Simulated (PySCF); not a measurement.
# Electronic structure of F²⁺ (fluorine, charge +2) at the r2SCAN level

Configuration: [He] 2s1 2p4, high-spin 4P determinant (an excited configuration). Calculation: PySCF 2.14, in dyall-acv3z (15s9p4d2f, 76 functions); the non-relativistic Hamiltonian (point nucleus).

| Property | Result |
| --- | --- |
| Total energy | -97.1468 hartree |
| One-electron energy | -125.6158 hartree |
| Hartree (Coulomb) energy | 37.8830 hartree |
| Exchange-correlation energy | -9.4141 hartree |
| Kinetic energy | 96.97693 hartree |
| ⟨S²⟩ | 3.7518 |
| ⟨L²⟩ | 2.005 |
| Sum of ⟨r⟩ | 4.837 bohr |
| Sum of ⟨r²⟩ | 5.070 bohr² |
| Traceless quadrupole moment −½Σ⟨3z² − r²⟩ along its main axis | -0.420 e·bohr² |
| Density at the nucleus (Gaussians lack the cusp) | 436 bohr⁻³ |
| Spin density at the nucleus | 13.7 bohr⁻³ |
| Langevin diamagnetic susceptibility | -4.02 ×10⁻⁶ cm³/mol |

| shell | electrons | mean orbital energy (eV) | spread (eV) | rms radius, mean of both spins (bohr) |
| --- | --- | --- | --- | --- |
| 1s α | 1 | -715.82 | 0 | 0.205 |
| 1s β | 1 | -712.08 | 0 | 0.205 |
| 2s α | 1 | -72.768 | 0 | 0.990 |
| 2p α | 3 | -52.494 | 3.160 | 1.00 |
| 2p β | 1 | -45.524 | 0 | 1.00 |
